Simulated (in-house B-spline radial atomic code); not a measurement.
## PBEsol excitations of the silicon ion Si²⁺

Method: PBEsol. Computed with an all-electron radial atomic-structure program (B-spline basis): linear response of the closed shell [Ne] 3s2 with the functional's adiabatic kernel; scalar-relativistic (spin-free one-electron X2C), finite nucleus, no spin-orbit coupling, no double excitations, S, P, D and F terms only.

Command:
```bash
python run_td.py task.json out
```
Settings (radii: box in bohr, nucleus in fm):
```
Z                        14
electrons                12
configuration            [Ne] 3s2
hamiltonian              x2c
method                   pbesol
box_radius               29.48
rms_radius               3.1224
intervals                74
```

Cost of the run: 0.5 s on 1 thread of Arm Neoverse N1, with other jobs on the host.

The lowest states, in the order of their Tamm-Dancoff energies; the method's threshold (minus the highest occupied level) is 28.486 eV. Labels give the largest channel, * marks a mixed state, and oscillator strengths are full-response dipole values. Semilocal kernels can invert the small singlet-triplet splittings of Rydberg terms. Energies in eV:

```tsv
state	full response	Tamm-Dancoff	oscillator strength
3s → 3p 3P	6.075	6.324	-
3s → 3p 1P	?	?	?
3s → 3d 3D	16.327	16.418	-
3s → 3d 1D	17.740	17.747	-
3s → 4s 3S	18.482	18.491	-
3s → 4s 1S	?	?	-
3s → 4p 3P	20.717	20.728	-
3s → 4p 1P	21.045	21.081	0.0129
3s → 4d 3D	23.500	23.511	-
3s → 4d 1D	23.738	23.739	-
3s → 5s 3S	23.839	23.841	-
3s → 5s 1S	24.003	24.008	-
3s → 4f 3F	24.375	24.380	-
3s → 4f 1F	24.401	24.403	-
```

(1) Where does 3s → 4s 1S lie?

(2) Where does 3s → 3p 1P lie?

(3) How large is the singlet-triplet splitting of 3s → 3p (P terms) in Tamm-Dancoff?

(4) What polarisabilities and dispersion coefficient does the method give?

Answers

(1) At 19.165 eV in full response, 19.183 eV in Tamm-Dancoff.

(2) At 10.295 eV in full response, 10.740 eV in Tamm-Dancoff, oscillator strength 1.61.

(3) 4.42 eV, from the unrounded values.

(4) Dipole 11.56 bohr³, quadrupole 36.25 bohr⁵, C6 39.53 hartree·bohr⁶ for two such species.
